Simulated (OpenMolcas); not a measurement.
Ge I: thermal populations, Slater's ratio, the spin-orbit constant, worked from levels

```
Program             : OpenMolcas
Basis               : ANO-RCC-VQZP [7s6p4d2f1g]
Scalar Hamiltonian  : DKH2, point nucleus
Active space        : 2 electrons in 3 orbitals (4p)
State averaging     : 2S+1 = 3 even, 3 roots; 2S+1 = 1 even, 6 roots
Spin-orbit coupling : RASSI with atomic mean-field integrals over the reference wave functions, term energies averaged over their components
```

Methods: CASSCF; SS-CASPT2, IPEA 0.25 Eh, imaginary shift 0.1 Eh (closed shells correlated: 3d 4s). Measured levels: NIST Handbook of Basic Atomic Spectroscopic Data.

**Thermal populations.** Z = Σ (2J + 1) exp(-E/kT) with k = 0.695035 cm-1/K, over the levels below. No other level of either list lies under 37400 cm-1, which is above 7 kT at each temperature.

```
      Level  2J + 1  SS-CASPT2  measured
4s2 4p2 3P0       1        0.0       0.0
4s2 4p2 3P1       3        481       557
4s2 4p2 3P2       5       1246      1410
4s2 4p2 1D2       5       7800      7125
4s2 4p2 1S0       1      17270     16367
```

```tsv
T (K)	Z, SS-CASPT2	Z, measured levels	Ground level (%), SS-CASPT2	Ground level (%), measured levels
2000	5.181	4.852	19.3	20.6
3000	6.252	6.004	16.0	16.7
5000	7.643	7.541	13.1	13.3
```

At 5000 K, kT = 3475 cm-1, and the computed levels give Z = 1.000 + 2.612 + 3.493 + 0.530 + 0.007 = 7.643.

**Slater's ratio.** With one set of orbitals, p2 has 1D - 3P = 6 F2 and 1S - 1D = 9 F2 (F2 = F²/25), a ratio of 3/2. Term energies are centres of gravity, weighted by 2J + 1.

```tsv
Source	1D - 3P	1S - 3P	F2 from the first	Ratio
CASSCF	8538	20970	1423	1.456
SS-CASPT2	6950	16414	1158	1.362
measured	6156	15398	1026	1.501
```

Energies in cm-1. A ratio away from 3/2 shows effects beyond one configuration with one set of orbitals, and in heavier atoms second-order spin-orbit shifts.

**The spin-orbit constant.** For the Hund term 3P of p2, E(J) = (A/2) J(J+1) + constant and ζ = 2S·A = 2A. From J = 0 to J = 2 the energy changes by 3 A.

```csv
Source,E(2) - E(0),A,ζ
CASSCF,1240.1,413.4,827
SS-CASPT2,1245.9,415.3,831
measured,1410.0,470.0,940
```

All in cm-1. SS-CASPT2 is off by -11.6 % and CASSCF by -12.0 %. Both methods take the spin-orbit matrix elements from the reference wave functions, so the second can move ζ only through the term energies and any multistate remixing. Second-order mixing with other terms is absorbed into this ζ.

CASPT2 does not keep the components of a term degenerate, so their means are used; among the terms shown or strongly mixed into the levels shown the widest spread is 87 cm-1 (4s2 4p2 1D, SS-CASPT2). With the s shell closed, the reference lacks s² → p² mixing. Without dynamic correlation excited terms often stand tens of per cent too high (terms of higher spin than the ground term too low), and those without a measured partner can miss by more than the paired ones (holds for CASSCF). Computed and measured levels are paired by configuration, term and J; levels that our copy of the source lacks, or whose pairing is in doubt (as where it misses far off the trend of its configuration), stay unpaired and out of the deviations. Levels of configurations outside the active space are missing.
